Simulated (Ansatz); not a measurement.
```yaml
crystal:
  periodic: [false, false, false]
  atoms:
    - {symbol: C, position_ang: [0.003852, 1.693980, -0.081037]}
    - {symbol: S, position_ang: [0.144904, 0.388748, 1.147745]}
    - {symbol: C, position_ang: [-0.897710, -0.909476, 0.377213]}
    - {symbol: Ga, position_ang: [0.837379, -1.572516, -0.306293]}
    - {symbol: H, position_ang: [0.749077, 2.451807, 0.160436]}
    - {symbol: H, position_ang: [-0.992255, 2.136116, -0.036662]}
    - {symbol: H, position_ang: [0.199488, 1.304551, -1.080194]}
    - {symbol: H, position_ang: [-1.638698, -0.449907, -0.272611]}
    - {symbol: H, position_ang: [-1.381148, -1.470303, 1.173990]}
    - {symbol: H, position_ang: [1.382216, -0.928895, -1.626061]}
    - {symbol: H, position_ang: [1.592905, -2.644094, 0.543463]}
basis:
  gaussian: {orbitals: def2-TZVPP, fitting: {mean_field: cc-pVTZ-jkfit}, nuclear_model: gaussian}
total_charge: 1
magnetization: {spin_polarized: true, initial_magnetization: 2}
hamiltonian: {xc: {name: wB97X-V}}
output: {forces: true}
```

```sh
$ ansatz run in.yaml --threads 4 --pin off --events-out ev --progress --plain --max-ram 10444MiB
```

Task: How does Ansatz answer? (Estimate.)

Result: Computed: The program refused the input.
```
Error: a molecule whose nuclei and cores have a total charge of 66 cannot have a net charge of 1 together with 2 unpaired electrons
```
